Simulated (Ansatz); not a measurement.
Reaction (ligand exchange at a B–C bond): `CB(C)CN` + HCl → `CB(Cl)CN` + CH₄

Calculated with Ansatz (gas phase, PBE0-D4/def2-TZVP geometries, no zero-point term in ΔE). CCSD(T)/CBS is the MP2 limit (def2-TZVPP, def2-QZVPP) plus CCSD(T) − MP2 in def2-TZVPP, frozen cores. This one scheme is used for every species. DFT in def2-TZVPP. Each species was taken in one conformer, which may not be the lowest.

```json
{"level": "ωB97X-V", "ΔE (kcal/mol)": "-24.8", "difference from CCSD(T)/CBS": "-0.1"}
{"level": "PBE", "ΔE (kcal/mol)": "-25.3", "difference from CCSD(T)/CBS": "-0.6"}
{"level": "r2SCAN", "ΔE (kcal/mol)": "-25.9", "difference from CCSD(T)/CBS": "-1.2"}
{"level": "MP2/def2-TZVPP", "ΔE (kcal/mol)": "-25.8", "difference from CCSD(T)/CBS": "-1.1"}
{"level": "SCS-MP2/def2-TZVPP", "ΔE (kcal/mol)": "-25.3", "difference from CCSD(T)/CBS": "-0.6"}
{"level": "CCSD(T)/def2-TZVPP", "ΔE (kcal/mol)": "-24.5", "difference from CCSD(T)/CBS": "0.2"}
{"level": "MP2/def2-QZVPP", "ΔE (kcal/mol)": "-25.8", "difference from CCSD(T)/CBS": "-1.1"}
{"level": "SCS-MP2/def2-QZVPP", "ΔE (kcal/mol)": "-25.4", "difference from CCSD(T)/CBS": "-0.7"}
{"level": "MP2/CBS(def2)", "ΔE (kcal/mol)": "-25.9", "difference from CCSD(T)/CBS": "-1.2"}
{"level": "CCSD/CBS(def2)", "ΔE (kcal/mol)": "-24.3", "difference from CCSD(T)/CBS": "0.4"}
{"level": "CCSD(T)/CBS", "ΔE (kcal/mol)": "-24.7", "difference from CCSD(T)/CBS": "0"}
```

Largest T1 diagnostic among the species: 0.010.
